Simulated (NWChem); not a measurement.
System: SiP2H6O; SMILES O[SiH](P)P

Here is an NWChem input.

```
start job
memory heap 200 mb stack 900 mb global 1100 mb
geometry units angstroms noautosym nocenter noautoz
  Si     0.396278    -0.019167    -0.342057
  O      1.795843    -0.292114     0.527126
  P     -0.796179     1.809426     0.268627
  P     -0.903550    -1.810499     0.096431
  H      0.708703     0.161708    -1.796936
  H      2.496992     0.359821     0.430700
  H     -0.571078     1.596176     1.663080
  H      0.313577     2.700318     0.124087
  H     -1.801343    -1.488385    -0.968964
  H     -0.119001    -2.693216    -0.708441
end
basis spherical
  * library def2-svp
end
dft
  xc b3lyp
  iterations 150
end
property
  efieldgrad
end
task dft property
```

The geometry was optimised at PBE0/def2-SVP.

Vzz is the largest principal value of the second derivative of the potential at the nucleus (NWChem prints the opposite sign); η is the asymmetry. Non-relativistic.

Atoms are numbered as in the input.

Question: Give the results of this calculation. (B3LYP/def2-SVP.) Quantities: Vzz O2 (a.u.); η O2.

Answer: 
```json
{
 "Vzz O2 (a.u.)": "1.453",
 "η O2": "0.62"
}
```
